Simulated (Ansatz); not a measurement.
Total energies of Ga6N6, a cluster cut from wurtzite GaN (bare) from Ansatz at PBE-D4/def2-SVP, gas phase (1 Eh = 27.2114 eV = 2625.5 kJ/mol). The reference geometry is relaxed at PBE-D4/def2-SVP.

```xyz
12

N    -0.9729    1.8668   -0.9209
Ga   -1.5073    1.0712    0.7329
Ga   -1.1839   -0.0453   -1.5978
N    -2.1986   -0.6579   -0.0983
N    -0.6211    0.2252    2.1999
Ga   -0.8852   -1.4381    1.0505
Ga    0.8855    1.4384   -1.0508
N     0.6212   -0.2253   -2.2003
N     2.1981    0.6578    0.0983
Ga    1.1841    0.0453    1.5981
Ga    1.5070   -1.0710   -0.7328
N     0.9731   -1.8671    0.9211
```

```json
{"state": "charge 0 singlet", "geometry": "reference", "energy (Eh)": "-11873.88293"}
{"state": "charge -1 doublet", "geometry": "reference", "energy (Eh)": "-11873.99356"}
{"state": "free N atom (quartet)", "geometry": "–", "energy (Eh)": "-54.46658"}
{"state": "free Ga atom (doublet)", "geometry": "–", "energy (Eh)": "-1924.26790"}
```

Problem. Work out the vertical electron affinity, to the doublet.

Solution. E(charge 0 singlet) − E(charge -1 doublet) = -11873.88293 − (-11873.99356) = 0.11063 Eh = 3.01 eV. The basis lacks diffuse functions, which makes affinities too small.

Problem. What is the binding energy per atom against free atoms?

Solution. Atoms: 6 × (-54.46658) + 6 × (-1924.26790) = -11872.40688 Eh. Binding: -11872.40688 − (-11873.88293) = 1.47605 Eh = 40.17 eV, or 3.35 eV for each of 12 atoms (no zero-point energy, no counterpoise term).
